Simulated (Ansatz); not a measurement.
Consider the formal exchange of groups at the Sn–C bond: `C[C](C)(C)[Sn]([Cl])([Cl])[Cl]` + methyl acrylate → `C=[CH][Sn]([Cl])([Cl])[Cl]` + `COC(=O)C(C)(C)C`.

Computed with Ansatz on PBE0-D4/def2-TZVP structures; ΔE is electronic, products minus reactants. CCSD(T)/CBS adds triple-zeta CCSD(T) − MP2 to the extrapolated MP2 energy (def2 sets, frozen cores). DFT in def2-TZVPP. HSE06 is defined as in plane-wave codes. def2 core potentials past Kr. For Sn outer-core shells are correlated without core-valence functions, which leaves a few kJ/mol of doubt a bond. Each species was taken in one conformer, which may not be the lowest.

`C[C](C)(C)[Sn]([Cl])([Cl])[Cl]`:

Cartesian coordinates in Å:
```
C -1.621 0.065 -0.041
C -0.134 -0.216 0.104
C 0.273 -0.340 1.563
C 0.286 -1.436 -0.700
Sn 0.923 1.488 -0.715
Cl 0.435 1.828 -2.957
Cl 0.392 3.459 0.386
Cl 3.226 1.245 -0.567
H -2.184 -0.784 0.367
H -1.917 0.184 -1.086
H -1.926 0.958 0.510
H 1.346 -0.512 1.678
H -0.248 -1.197 2.006
H 0.001 0.546 2.143
H -0.235 -2.318 -0.308
H 1.359 -1.628 -0.626
H 0.025 -1.342 -1.757
```

`C=CC(=O)OC`:

Cartesian coordinates in Å:
```
C 0.676 2.345 -0.499
C -0.175 1.330 -0.519
C 0.194 0.027 0.073
O 1.243 -0.233 0.603
O -0.809 -0.854 -0.056
C -0.552 -2.144 0.485
H 1.654 2.225 -0.046
H 0.423 3.307 -0.928
H -1.162 1.407 -0.962
H -0.349 -2.079 1.554
H -1.452 -2.728 0.303
H 0.307 -2.602 -0.007
```

`C=[CH][Sn]([Cl])([Cl])[Cl]`:

Z-matrix (Å, degrees):
```
Sn
C 1 2.102
Cl 1 2.310 2 109.2
Cl 1 2.307 2 113.2 3 119.8
Cl 1 2.307 2 113.2 3 -119.8
C 2 1.325 1 120.5 3 -0.3
H 2 1.085 1 117.5 3 179.7
H 6 1.087 2 121.0 1 -180.0
H 6 1.086 2 122.5 1 0.0
```

`COC(=O)C(C)(C)C`:

```xyz
20

C     0.544    0.502   -2.861
O     0.236   -0.136   -1.628
C     0.212    0.670   -0.556
O     0.434    1.849   -0.624
C    -0.129   -0.095    0.714
C    -1.516   -0.722    0.554
C    -0.123    0.873    1.888
C     0.915   -1.193    0.928
H     1.528    0.970   -2.818
H    -0.197    1.269   -3.094
H     0.529   -0.282   -3.615
H    -2.277    0.043    0.381
H    -1.539   -1.427   -0.278
H    -1.781   -1.258    1.469
H    -0.853    1.671    1.746
H    -0.368    0.336    2.807
H     0.856    1.340    2.010
H     0.690   -1.735    1.850
H     1.918   -0.770    1.025
H     0.919   -1.904    0.102
```

```tsv
level	ΔE (kJ/mol)	difference from CCSD(T)/CBS
revPBE-D4	26.3	9.3
HSE06-D4	21.9	4.9
B2PLYP	17.8	0.8
BLYP	25.0	8.0
PBE0	18.7	1.7
r2SCANh	20.1	3.1
LC-ωPBE	8.4	-8.6
HF/def2-SVP	4.1	-12.9
CCSD/def2-TZVPP	10.7	-6.3
MP2/def2-QZVPP	20.9	3.9
CCSD(T)/CBS	17.0	0
```

Largest T1 diagnostic among the species: 0.015.

In def2-TZVPP, CCSD(T) changes the Hartree–Fock value by +12.6 kJ/mol (the triples alone add +2.8 kJ/mol) and MP2 by +18.2 kJ/mol. The D4 term adds +4.3 kJ/mol with B3LYP and +2.6 kJ/mol with PBE0; it sums over pairs of atoms, weighted by their polarisabilities, and B3LYP, whose exchange is more repulsive, gets the larger term.

CCSD(T)/CBS has its own doubt, a few kJ/mol and more with outer-core shells, so smaller differences from it don't rank the levels.

B3LYP here is the variant with VWN-RPA as its local correlation; programs differ in this.
